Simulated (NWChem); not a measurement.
Everything below was run with NWChem. System: selenium dioxide (O₂Se), charge 0, spin multiplicity 1, at a geometry optimised with PBE0/def2-SVP. Level: MP2/def2-TZVP, 11 core orbitals frozen.

The NWChem input:

```
start mol
memory heap 200 mb stack 900 mb global 1100 mb
geometry units angstroms nocenter noautoz
  O      1.352331     0.000000     0.585188
  Se     0.000000     0.000000    -0.275383
  O     -1.352331     0.000000     0.585188
  symmetry group C2v
end
basis spherical
  * library def2-tzvp
end
scf
  rhf
  nopen 0
  maxiter 100
  thresh 1e-7
  semidirect memsize 60000000 filesize 0
end
mp2
  freeze core 11
end
task mp2 energy
```

Output (cleaned and shortened):

```
             Northwest Computational Chemistry Package (NWChem) 7.3.0
             --------------------------------------------------------

                                NWChem Input Module
                                -------------------

 Scaling coordinates for geometry "geometry" by  1.889725989
 (inverse scale =  0.529177249)

 Turning off AUTOSYM since
 SYMMETRY directive was detected!

                             Geometry "geometry" -> ""
                             -------------------------

 Output coordinates in angstroms (scale by  1.889725989 to convert to a.u.)

  No.       Tag          Charge          X              Y              Z
 ---- ---------------- ---------- -------------- -------------- --------------
    1 O                    8.0000     1.35233100     0.00000000     0.58518800
    2 Se                  34.0000     0.00000000     0.00000000    -0.27538300
    3 O                    8.0000    -1.35233100     0.00000000     0.58518800

 Effective nuclear repulsion energy (a.u.)     192.1133326348

            Nuclear Dipole moment (a.u.)
            ----------------------------
        X                 Y               Z
 ---------------- ---------------- ----------------
     0.0000000000     0.0000000000    -0.0000264562

      Symmetry information
      --------------------

 Group name             C2v
 Group number             16
 Group order               4
 No. of unique centers     2

      Symmetry unique atoms

     1    2


 Summary of "ao basis" -> "" (spherical)
 ------------------------------------------------------------------------------
       Tag                 Description            Shells   Functions and Types
 ---------------- ------------------------------  ------  ---------------------
 *                         def2-tzvp                  on all atoms

 Summary of "ao basis" -> "ao basis" (spherical)
 ------------------------------------------------------------------------------
       Tag                 Description            Shells   Functions and Types
 ---------------- ------------------------------  ------  ---------------------
 O                         def2-tzvp                11       31   5s3p2d1f
 Se                        def2-tzvp                16       48   6s5p4d1f

                                 NWChem SCF Module
                                 -----------------

  ao basis        = "ao basis"
  functions       =   110
  atoms           =     3
  closed shells   =    25
  open shells     =     0
  charge          =   0.00
  wavefunction    = RHF
  use symmetry    = T
  symmetry adapt  = T

 Summary of "ao basis" -> "ao basis" (spherical)
 ------------------------------------------------------------------------------
       Tag                 Description            Shells   Functions and Types
 ---------------- ------------------------------  ------  ---------------------
 O                         def2-tzvp                11       31   5s3p2d1f
 Se                        def2-tzvp                16       48   6s5p4d1f

      Symmetry analysis of basis
      --------------------------

        a1         42
        a2         15
        b1         32
        b2         21

 Forming initial guess at       0.1s

      Superposition of Atomic Density Guess
      -------------------------------------

 Sum of atomic energies:       -2549.37514106

      Non-variational initial energy
      ------------------------------

 Total energy =   -2549.853114
 1-e energy   =   -3932.924916
 2-e energy   =    1190.958470
 HOMO         =      -0.348606
 LUMO         =      -0.139470

      Symmetry analysis of molecular orbitals - initial
      -------------------------------------------------

  Numbering of irreducible representations:

     1 a1          2 a2          3 b1          4 b2

  Orbital symmetries:

     1 a1          2 a1          3 b1          4 a1          5 b2
     6 b1          7 a1          8 a1          9 b1         10 a1
    11 b2         12 b1         13 a1         14 a2         15 a1
    16 b2         17 a1         18 b1         19 a1         20 b1
    21 a1         22 b2         23 a2         24 b1         25 a1
    26 b2         27 a1         28 b1         29 a1         30 b2
    31 b1         32 b2         33 a1         34 a1         35 a2

 Starting SCF solution at       2.2s

 ----------------------------------------------
         Quadratically convergent ROHF

 Convergence threshold     :          1.000E-07
 Maximum no. of iterations :          100
 Final Fock-matrix accuracy:          1.000E-09
 ----------------------------------------------

              iter       energy          gnorm     gmax       time
             ----- ------------------- --------- --------- --------
                 1    -2549.3942970841  1.57D+00  4.31D-01      2.3
                 2    -2549.5197143136  3.42D-01  6.93D-02      2.4
                 3    -2549.5291129070  1.40D-02  3.35D-03      2.7
                 4    -2549.5291441982  6.47D-05  2.71D-05      3.0
                 5    -2549.5291441989  8.32D-09  3.28D-09      3.5

       Final RHF  results
       ------------------

         Total SCF energy =  -2549.529144198913
      One-electron energy =  -3930.109617901300
      Two-electron energy =   1188.467141067547
 Nuclear repulsion energy =    192.113332634840

        Time for solution =      1.3s

       Symmetry analysis of molecular orbitals - final
       -----------------------------------------------

  Numbering of irreducible representations:

     1 a1          2 a2          3 b1          4 b2

  Orbital symmetries:

     1 a1          2 a1          3 b2          4 b1          5 a1
     6 b1          7 a1          8 a1          9 b2         10 b1
    11 a1         12 a1         13 a2         14 b2         15 b1
    16 a1         17 a1         18 b1         19 a1         20 b1
    21 a1         22 b2         23 b1         24 a2         25 a1
    26 b2         27 b1         28 a1         29 b2         30 a1
    31 b1         32 b2         33 a1         34 a2         35 a1

             Final eigenvalues
             -----------------

              1
    1 -461.0065
    2  -60.8030
    3  -54.4051
    4  -54.4029
    5  -54.4027
    6  -20.6074
    7  -20.6074
    8   -9.0711
    9   -6.8064
   10   -6.8001
   11   -6.7982
   12   -2.7975
   13   -2.7952
   14   -2.7903
   15   -2.7895
   16   -2.7858
   17   -1.4033
   18   -1.3247
   19   -0.8576
   20   -0.6388
   21   -0.6300
   22   -0.5970
   23   -0.5126
   24   -0.4783
   25   -0.4761
   26   -0.0290
   27    0.1354
   28    0.1426
   29    0.2789
   30    0.2883
   31    0.3549
   32    0.4064
   33    0.4349
   34    0.4754
   35    0.5027

                       ROHF Final Molecular Orbital Analysis
                       -------------------------------------

 Vector   23  Occ=2.000000D+00  E=-5.125793D-01  Symmetry=b1
              MO Center= -7.5D-15, -2.9D-15,  5.1D-01, r^2= 2.5D+00
   Bfn.  Coefficient  Atom+Function         Bfn.  Coefficient  Atom+Function
  ----- ------------  ---------------      ----- ------------  ---------------
     6      0.261883  1 O  px                85      0.261883  3 O  px
     9      0.237803  1 O  px                88      0.237803  3 O  px
     8     -0.199956  1 O  pz                87      0.199956  3 O  pz
    11     -0.186134  1 O  pz                90      0.186134  3 O  pz

 Vector   24  Occ=2.000000D+00  E=-4.782570D-01  Symmetry=a2
              MO Center=  4.0D-15,  2.5D-15,  5.1D-01, r^2= 2.4D+00
   Bfn.  Coefficient  Atom+Function         Bfn.  Coefficient  Atom+Function
  ----- ------------  ---------------      ----- ------------  ---------------
     7      0.306225  1 O  py                86     -0.306225  3 O  py
    10      0.283780  1 O  py                89     -0.283780  3 O  py
    13      0.199428  1 O  py                92     -0.199428  3 O  py

 Vector   25  Occ=2.000000D+00  E=-4.761012D-01  Symmetry=a1
              MO Center=  1.2D-14,  2.9D-14,  1.2D-01, r^2= 2.5D+00
   Bfn.  Coefficient  Atom+Function         Bfn.  Coefficient  Atom+Function
  ----- ------------  ---------------      ----- ------------  ---------------
    37      0.355064  2 Se s                  8      0.278294  1 O  pz
    87      0.278294  3 O  pz                49     -0.270522  2 Se pz
    11      0.252246  1 O  pz                90      0.252246  3 O  pz
    43      0.177884  2 Se pz                14      0.171641  1 O  pz
    93      0.171641  3 O  pz                46     -0.166182  2 Se pz

 Vector   26  Occ=0.000000D+00  E=-2.896846D-02  Symmetry=b2
              MO Center=  2.9D-15, -7.6D-15, -1.6D-01, r^2= 2.5D+00
   Bfn.  Coefficient  Atom+Function         Bfn.  Coefficient  Atom+Function
  ----- ------------  ---------------      ----- ------------  ---------------
    51      0.485139  2 Se py                48      0.436164  2 Se py
    13     -0.269172  1 O  py                92     -0.269172  3 O  py
    42     -0.249295  2 Se py                45      0.218311  2 Se py
     7     -0.216442  1 O  py                86     -0.216442  3 O  py
    10     -0.187552  1 O  py                89     -0.187552  3 O  py

 Vector   27  Occ=0.000000D+00  E= 1.353940D-01  Symmetry=b1
              MO Center=  1.9D-13, -3.7D-16, -6.8D-01, r^2= 4.2D+00
   Bfn.  Coefficient  Atom+Function         Bfn.  Coefficient  Atom+Function
  ----- ------------  ---------------      ----- ------------  ---------------
    50      1.720361  2 Se px                 5     -1.156930  1 O  s
    84      1.156930  3 O  s                 47      0.417667  2 Se px
    14      0.368379  1 O  pz                93     -0.368379  3 O  pz
    12      0.220527  1 O  px                91      0.220527  3 O  px

 Vector   28  Occ=0.000000D+00  E= 1.425594D-01  Symmetry=a1
              MO Center=  1.1D-13, -3.8D-14, -3.6D-01, r^2= 3.9D+00
   Bfn.  Coefficient  Atom+Function         Bfn.  Coefficient  Atom+Function
  ----- ------------  ---------------      ----- ------------  ---------------
    37      1.463546  2 Se s                 52      1.241809  2 Se pz
     5     -0.761139  1 O  s                 84     -0.761139  3 O  s
    12      0.468056  1 O  px                91     -0.468056  3 O  px
    49      0.180870  2 Se pz                 6      0.159678  1 O  px
    85     -0.159678  3 O  px

 center of mass
 --------------
 x =   0.00000000 y =   0.00000000 z =  -0.05133237

 moments of inertia (a.u.)
 ------------------
          60.200106494952           0.000000000000           0.000000000000
           0.000000000000         269.117921589723           0.000000000000
           0.000000000000           0.000000000000         208.917815094772

  Mulliken analysis of the total density
  --------------------------------------

    Atom       Charge   Shell Charges
 -----------   ------   -------------------------------------------------------
    1 O    8     8.56   0.79  1.18  0.59  0.98  0.34  1.76  2.00  0.88  0.00  0.03  0.00
    2 Se  34    32.88   2.00  2.00  1.16  0.78  1.04  0.80  6.00  5.93  0.85  1.46  0.28  8.99  1.05  0.16  0.28  0.08
    3 O    8     8.56   0.79  1.18  0.59  0.98  0.34  1.76  2.00  0.88  0.00  0.03  0.00

       Multipole analysis of the density wrt the origin
       ------------------------------------------------

     L   x y z        total         open         nuclear
     -   - - -        -----         ----         -------
     0   0 0 0     -0.000000      0.000000     50.000000

     1   1 0 0     -0.000000      0.000000      0.000000
     1   0 1 0     -0.000000      0.000000      0.000000
     1   0 0 1     -1.305919      0.000000     -0.000026

     2   2 0 0    -26.247579      0.000000    104.492149
     2   1 1 0      0.000000      0.000000      0.000000
     2   1 0 1     -0.000000      0.000000      0.000000
     2   0 2 0    -18.833957      0.000000      0.000000
     2   0 1 1     -0.000000      0.000000      0.000000
     2   0 0 2    -21.308056      0.000000     28.773983

                   NWChem MP2 Semi-direct Energy/Gradient Module
                   ---------------------------------------------

  Basis functions       =    110
  Molecular orbitals    =    110
  Frozen core           =     11
  Frozen virtuals       =      0
  Active alpha occupied =     14
  Active beta occupied  =     14
  Active alpha virtual  =     85
  Active beta virtual   =     85
  Use MO symmetry       = T
  Use skeleton AO sym   = T

  AO/Fock/Back tols     =   1.0D-09  1.0D-09  1.0D-09

 GA uses MA = F    GA memory limited = T

 Available:
  local mem=  1.26D+08
 global mem=  1.44D+08
 local disk=  0.00D+00
  mp2_memr nvloc                    85
  nvloc new                    85
   1 passes of  14:        5242880                      84160                  24256304.
   1 passes of  14: M    126149544           G      144155000           F     120906664.

 Semi-direct pass number   1 of   1  for RHF alpha+beta  at        3.7s
  vrange nnbf                  5990
  mp2_eaftype                    92  avail_ma_in_mb                  1099
 EAF : mp2_eaftype filesize          92   12128152.
  mp2_eaf for mointskh                     92
Node 0 wrote     57.0 Mb in      0.1 s     Agg I/O rate:   720.3 Mb/s
 Done moints_semi at        8.7s
  mp2_eaftype                    92  avail_ma_in_mb                  1007
 EAF : mp2_eaftype filesize          92   12128152.
  mp2_eaf for kh                    92
 Done maket at        8.9s
 Done multipass loop at        8.9s

          -------------------------------------------
          SCF energy               -2549.529144198913
          Correlation energy          -0.776919399451
          Singlet pairs               -0.443862577407
          Triplet pairs               -0.333056822043
          Total MP2 energy         -2550.306063598364
          -------------------------------------------

          ---------------------------------------------------
                    Spin Component Scaled (SCS) MP2
          Same spin pairs                     -0.222037881362
          Same spin scaling factor             0.333333333333
          Opposite spin pairs                 -0.554881518088
          Opposite spin scaling fact.          1.200000000000
          SCS-MP2 correlation energy          -0.739870448827
          Total SCS-MP2 energy             -2550.269014647740
          ---------------------------------------------------

 -----------------------
 Performance information
 -----------------------

 Timer overhead =  1.10D-07 seconds/call

               Nr. of calls         CPU time (s)                 Wall time (s)                GFlops
             ---------------    -------------------     ------------------------------   -------------------
Name         Min   Avg   Max    Min     Avg     Max     Min     Avg     Max   Mx/calls   Min     Max     Sum
mp2: moin     1     1     1    5.0     5.0     5.0      5.0     5.0     5.0     5.0      0.0     0.0     0.0
mp2: make     1     1     1   0.20    0.20    0.20     0.20    0.20    0.20    0.20      0.0     0.0     0.0
mp2: tota     1     1     1    5.3     5.3     5.3      5.3     5.3     5.3     5.3      0.0     0.0     0.0

 The average no. of pstat calls per process was 3.00D+00
 with a timing overhead of 3.31D-07s

 Task  times  cpu:        8.9s     wall:        8.9s

 Total times  cpu:        8.9s     wall:        8.9s
```
